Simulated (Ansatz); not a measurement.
Harmonic frequencies (cm⁻¹) at PBE0-D4/def2-TZVP from Ansatz: 60, 103, 191, 238, 356, 442, 488, 574, 620, 674, 703, 903, 919, 937, 939, 969, 1038, 1166, 1288, 1366, 1933, 2241, 2250, 2271, 2559, 2634, 3762.

Each molecule was computed in one conformer, which needn't be the lowest.

Q: Which molecule is it?
A. `N=C([SiH3])BO`
B. `B[Si]1(O)CN1`
C. `B/N=C(/O)[SiH3]`
D. `CNC(O)S`

A: C.
